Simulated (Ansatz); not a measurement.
Relaxation of Al2H6O2 (10 atoms, charge 0, multiplicity 1), to a largest force component of 0.03 eV/Å in at most 50 steps.

The calculation used Ansatz, RKS PBE0/6-31G*.

```xyz
10
Properties=species:S:1:pos:R:3:forces:R:3
Al 0.047 0.722 -0.152 0.05 0.03 0.94
O -0.370 -1.103 2.143 0.18 1.05 -0.17
H -1.321 -1.167 2.307 -0.02 -0.06 -0.04
H 1.323 0.188 -0.932 -0.01 0.00 0.00
H -1.443 0.619 -0.696 0.00 0.02 0.01
O 0.318 1.657 1.310 -0.13 -0.39 -0.55
Al 0.997 2.990 2.124 -0.01 -0.04 0.01
H 1.099 2.892 3.709 0.00 0.01 -0.01
H 1.480 4.262 1.298 -0.01 -0.01 -0.01
H -0.152 -0.186 2.433 -0.06 -0.61 -0.19
```

Where does it end, and by what steps?

It converged. After 13 steps the energy has fallen by 0.646 eV; H3 moved furthest, 0.63 Å. Joined: Al1–O2 (2.96 → 2.02 Å).

```json
{"step": "0", "energy less start (eV)": "0.0000", "largest force component (eV/Å)": "1.045", "accepted": "yes"}
{"step": "1", "energy less start (eV)": "-0.1524", "largest force component (eV/Å)": "1.163", "accepted": "yes"}
{"step": "2", "energy less start (eV)": "-0.3936", "largest force component (eV/Å)": "1.140", "accepted": "yes"}
{"step": "3", "energy less start (eV)": "-0.5655", "largest force component (eV/Å)": "1.124", "accepted": "yes"}
{"step": "4", "energy less start (eV)": "-0.6037", "largest force component (eV/Å)": "0.360", "accepted": "yes"}
{"step": "5", "energy less start (eV)": "-0.6320", "largest force component (eV/Å)": "0.316", "accepted": "yes"}
{"step": "6", "energy less start (eV)": "-0.6374", "largest force component (eV/Å)": "0.092", "accepted": "yes"}
{"step": "7", "energy less start (eV)": "-0.6413", "largest force component (eV/Å)": "0.093", "accepted": "yes"}
{"step": "8", "energy less start (eV)": "-0.6428", "largest force component (eV/Å)": "0.056", "accepted": "yes"}
{"step": "9", "energy less start (eV)": "-0.6439", "largest force component (eV/Å)": "0.053", "accepted": "yes"}
{"step": "10", "energy less start (eV)": "-0.6456", "largest force component (eV/Å)": "0.035", "accepted": "yes"}
{"step": "11", "energy less start (eV)": "-0.6459", "largest force component (eV/Å)": "0.032", "accepted": "yes"}
{"step": "12", "energy less start (eV)": "-0.6456", "largest force component (eV/Å)": "0.065", "accepted": "no"}
{"step": "13", "energy less start (eV)": "-0.6460", "largest force component (eV/Å)": "0.018", "accepted": "yes"}
```

```xyz
10
Properties=species:S:1:pos:R:3
Al 0.008 0.524 0.255
O -0.343 -0.921 1.626
H -1.284 -1.148 1.674
H 1.221 0.013 -0.646
H -1.471 0.675 -0.351
O 0.403 1.563 1.610
Al 1.019 3.049 2.155
H 1.196 3.240 3.727
H 1.381 4.203 1.116
H -0.154 -0.324 2.378
```

Whether the end is a true minimum wasn't checked by a vibrational analysis.

Time of the run: 28 s on 1 thread of Intel(R) Xeon(R) 6975P-C (Granite Rapids) (shared host), peak memory 0.17 GiB.
